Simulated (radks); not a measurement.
The numbers below are computed, except where a source is named.
The nuclear charge of the gallium ion Ga+ is varied continuously with 30 electrons held in [Ar] 3d10 4s2. Code: a radial shooting solver on a logarithmic mesh with Libxc functionals. Model: Dirac Kohn-Sham, PBE, spin-unpolarised, spherical densities, point nucleus. By the Hellmann-Feynman theorem dE/dZ = E(electron-nucleus)/Z, the electronic potential at the nucleus.

| Z | E (hartree) | E(electron-nucleus)/Z (hartree) | HOMO | e(HOMO) (eV) | <r> HOMO (bohr) |
|---|---|---|---|---|---|
| 30.5 | -1869.12552 | -147.727 | 4s1/2 | -10.804 | 2.405 |
| 30.75 | -1906.26252 | -149.368 | 4s1/2 | -13.485 | 2.305 |
| 31 | -1943.80960 | -151.008 | 4s1/2 | -16.330 | 2.217 |
| 31.25 | -1981.76632 | -152.646 | 4s1/2 | -19.335 | 2.138 |
| 31.5 | -2020.13235 | -154.282 | 4s1/2 | -22.492 | 2.066 |
| 31.75 | -2058.90745 | -155.918 | 4s1/2 | -25.797 | 2.001 |
| 32 | -2098.09143 | -157.554 | 4s1/2 | -29.246 | 1.942 |

The central difference of E at Z = 31 is -151.008 hartree, to compare with the third column; the second derivative is -6.55 hartree.
